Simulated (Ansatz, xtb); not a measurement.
## Relative energy of two isomers of H12Si5

Structure a: `[SiH3][SiH2][SiH]([SiH3])[SiH3]`, a singlet. Structure b: `[SiH3][SiH2][SiH2][SiH2][SiH3]`, a singlet. Both are isolated molecules in the gas phase, relaxed with PBE-D3(BJ)/def2-SVP; each stands in its lowest conformer found.

**Question.** Which of the two would you expect CCSD(T)/def2-SVP + ΔMP2/def2-TZVPP electronic energies to favour?

**Answer.** Structure a; the calculation gives E(b) − E(a) = +1.70 kcal/mol.

The same difference at several levels:

| level | geometry | E(b) − E(a) (kcal/mol) | departure from the last row (kcal/mol) | job, with rough time for the two |
| --- | --- | --- | --- | --- |
| PBE-D3(BJ)/def2-SVP | PBE-D3(BJ)/def2-SVP | +1.61 | −0.09 | optimisation, 3.1 min |
| HF/def2-SVP | PBE-D3(BJ)/def2-SVP | +1.97 | +0.27 | part of the CCSD(T) run |
| MP2/def2-SVP | PBE-D3(BJ)/def2-SVP | +2.49 | +0.80 | part of the CCSD(T) run |
| CCSD(T)/def2-SVP | PBE-D3(BJ)/def2-SVP | +2.06 | +0.36 | single point |
| CCSD(T)/def2-SVP + ΔMP2/def2-TZVPP | PBE-D3(BJ)/def2-SVP | +1.70 |  | single point, 4.2 min |

As drawn, both hold the same kinds of bond in the same numbers.

None of the levels shown reverses the order. The largest departure from CCSD(T)/def2-SVP + ΔMP2/def2-TZVPP is that of MP2/def2-SVP, 0.80 kcal/mol. Levels run at GFN2-xTB geometries aren't shown. The last row adds to CCSD(T) the change of the MP2 difference between the two basis sets, here −0.36 kcal/mol.

With thermal terms from frequencies at re-optimised GFN2-xTB minima (ideal gas, soft modes damped towards free rotors, one conformer each, 298.15 K, 1 atm): the zero-point term adds +0.15 kcal/mol; ΔH is +1.58 and ΔG +2.35 kcal/mol.

The correlated steps freeze 25 core orbitals. Run with Ansatz 0.2.0, xtb 6.7.1; the last row on 2 threads of AMD EPYC (Zen 3) on a shared host.
